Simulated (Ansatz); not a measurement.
Born–Oppenheimer molecular dynamics of F2GeH4 (7 atoms, charge 0, multiplicity 1). It starts at the highest image of a converged band. Of that band: Neighbouring images differ by up to 1.8 eV, so the band resolves the path poorly. A vibrational analysis at the climbing image gives one clearly imaginary mode, 1031i cm⁻¹: a first-order saddle point.

These are results of RKS B3LYP/def2-SVP in Ansatz, not measurements.

```
ensemble                      : NVE (velocity Verlet)
time step                     : 0.5 fs
steps asked                   : 200
starting velocities drawn for : 300 K
seed                          : 9955
```

First frame:

```xyz
7
Properties=species:S:1:pos:R:3
Ge -0.193 -0.016 -0.080
H -0.061 0.853 1.504
H 1.222 -0.588 0.053
H -0.535 1.278 -0.826
F -0.983 -1.226 -1.075
F -1.530 -0.610 1.362
H -0.866 0.203 1.752
```

Task: How far do the bonds stretch over the last three quarters of this one trajectory? (Pairs bonded in most of those frames.)

Result: 
| bond | mean (Å) | spread (Å) | shortest | longest |
| --- | --- | --- | --- | --- |
| Ge1–H2 | 1.554 | 0.050 | 1.48 | 1.65 |
| Ge1–H3 | 1.552 | 0.049 | 1.48 | 1.62 |
| Ge1–H4 | 1.544 | 0.025 | 1.50 | 1.58 |
| Ge1–F5 | 1.764 | 0.017 | 1.74 | 1.79 |
| F6–H7 | 0.930 | 0.015 | 0.91 | 0.97 |

Mean temperature of the second half: 2024 K. The conserved energy stayed within 0.12 meV per atom of its start (net change 0.085 meV per atom), so the integration is sound. The kinetic energy rose, since the run started high on the potential surface and went downhill. It ends in pieces (FGeH3 + FH), so much of that is their flight and rotation, not heat. A run of 0.1 ps of so small a system gives no equilibrium averages. The orbitals stay closed-shell, which can raise the energy where a bond breaks towards radicals; this wasn't checked here.

Time of the run: 6.6 min on 1 thread of Arm Neoverse V2 (shared host), peak memory 0.18 GiB.
